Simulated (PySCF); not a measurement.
Screening by computed properties: pick the candidate that meets the target.

Each SMILES stands for a single optimised conformer of the isolated species, non-relativistic unless stated; the electronic structure was computed with PySCF and density fitting.

The conformers computed, where there is a choice (atom-mapped SMILES and torsion angles):
- `[CH3:1][SiH2:2][SiH2:3][CH2:4][CH2:5][OH:6]`: C1–Si2–Si3–C4 -92°, Si2–Si3–C4–C5 56°, Si3–C4–C5–O6 -56°, H–O6–C5–C4 -62°
- `[CH3:1][SiH2:2][O:3][SiH:4]([CH3:5])[CH3:6]`: C1–Si2–O3–Si4 36°, Si2–O3–Si4–C5 133°
- `[CH3:1][S:2][c:3]1[cH:4][c:5]([Cl:6])[n:7][n:8][n:9]1`: C1–S2–C3–C4 180°
- `[CH3:1][SiH2:2][CH2:3][CH2:4][O:5][SiH3:6]`: C1–Si2–C3–C4 -163°, Si2–C3–C4–O5 -40°, C3–C4–O5–Si6 -170°
- `[CH3:1][O:2][Si:3]([CH3:4])([CH3:5])[SiH3:6]`: C1–O2–Si3–C4 180°
- `[CH3:1][C:2](=[O:3])[O:4][SiH2:5][CH2:6][Cl:7]`: C1–C2–O4–Si5 -178°, C2–O4–Si5–C6 179°, O4–Si5–C6–Cl7 -68°
- `[OH:1][CH2:2][CH2:3][CH:4]([SiH3:5])[SiH3:6]`: O1–C2–C3–C4 68°, C2–C3–C4–Si5 -50°, H–O1–C2–C3 -168°

The conformers of `F[C@@H]1OCC[C@@H](F)O1` aren't listed.

(1) Wanted: lowest triplet excitation (Tamm–Dancoff) above 8 eV (TDA CAM-B3LYP/def2-SVPD) and lowest singlet excitation above 8 eV (TDDFT CAM-B3LYP/def2-SVPD), at GFN2-xTB geometries. Which candidate meets both?
A. `F[C@@H]1OCC[C@@H](F)O1`
B. `C[SiH2][SiH2]CCO`
C. `C[SiH2]CCO[SiH3]`
D. `C[SiH2]O[SiH](C)C`
E. `CC(=O)O[SiH2]CCl`
F. `CO[Si](C)(C)[SiH3]`
G. `n1nnc(SC)cc1Cl`

(2) Wanted: dipole moment above 2 D (CAM-B3LYP/def2-SVPD) and HOMO–LUMO gap above 9 eV (CAM-B3LYP/def2-SVPD), at GFN2-xTB geometries. Which candidate meets both?
A. `OCCC([SiH3])[SiH3]`
B. `CSc1cc(Cl)nnn1`
C. `C[SiH2][SiH2]CCO`
D. `C[SiH2]O[SiH](C)C`

(3) Wanted: HOMO energy between -9.3 eV and -9.2 eV (CAM-B3LYP/def2-SVPD) and smallest rotational constant above 0.9 GHz (GFN2-xTB), at GFN2-xTB geometries. Which candidate meets both?
A. `CC(=O)O[SiH2]CCl`
B. `CO[Si](C)(C)[SiH3]`
C. `OCCC([SiH3])[SiH3]`
D. `C[SiH2]O[SiH](C)C`
E. `C[SiH2][SiH2]CCO`
F. `CSc1cc(Cl)nnn1`

(4) Wanted: static isotropic polarisability above 97 au (CAM-B3LYP/def2-SVPD) and electronic spatial extent ⟨r²⟩ about the centre of nuclear charge above 1400 bohr² (CAM-B3LYP/def2-SVPD), at GFN2-xTB geometries. Which candidate meets both?
A. `C[SiH2]O[SiH](C)C`
B. `CSc1cc(Cl)nnn1`
C. `CO[Si](C)(C)[SiH3]`
D. `CC(=O)O[SiH2]CCl`
E. `C[SiH2][SiH2]CCO`
F. `C[SiH2]CCO[SiH3]`

Results:

(1) A. Computed values:
| species | lowest triplet excitation (Tamm–Dancoff) | lowest singlet excitation |
| --- | --- | --- |
| n1nnc(SC)cc1Cl | 2.63 eV | 3.58 eV |
| CC(=O)O[SiH2]CCl | 5.40 eV | 5.88 eV |
| CO[Si](C)(C)[SiH3] | 5.87 eV | 6.63 eV |
| C[SiH2][SiH2]CCO | 6.13 eV | 6.90 eV |
| C[SiH2]CCO[SiH3] | 6.82 eV | 7.13 eV |
| C[SiH2]O[SiH](C)C | 7.35 eV | 7.64 eV |
| F[C@@H]1OCC[C@@H](F)O1 | 8.23 eV | 8.34 eV |

(2) A. Computed values:
| species | dipole moment | HOMO–LUMO gap |
| --- | --- | --- |
| C[SiH2]O[SiH](C)C | 0.87 D | 10.54 eV |
| C[SiH2][SiH2]CCO | 1.71 D | 10.06 eV |
| OCCC([SiH3])[SiH3] | 2.85 D | 10.20 eV |
| CSc1cc(Cl)nnn1 | 3.93 D | 7.62 eV |

(3) C. Computed values:
```csv
species,HOMO energy,smallest rotational constant
CC(=O)O[SiH2]CCl,-9.61 eV,0.757 GHz
C[SiH2]O[SiH](C)C,-9.39 eV,1.002 GHz
OCCC([SiH3])[SiH3],-9.26 eV,1.094 GHz
C[SiH2][SiH2]CCO,-9.11 eV,1.164 GHz
CO[Si](C)(C)[SiH3],-8.80 eV,1.397 GHz
CSc1cc(Cl)nnn1,-8.67 eV,0.544 GHz
```

(4) B. Computed values:
```
           species  static isotropic polarisability  electronic spatial extent ⟨r²⟩ about the centre of nuclear charge
  CC(=O)O[SiH2]CCl                          80.7 au                                                         1465 bohr²
 C[SiH2]O[SiH](C)C                          90.2 au                                                         1263 bohr²
  C[SiH2]CCO[SiH3]                          93.2 au                                                         1441 bohr²
CO[Si](C)(C)[SiH3]                          96.4 au                                                         1099 bohr²
  C[SiH2][SiH2]CCO                          98.0 au                                                         1124 bohr²
    CSc1cc(Cl)nnn1                         104.4 au                                                         1882 bohr²
```
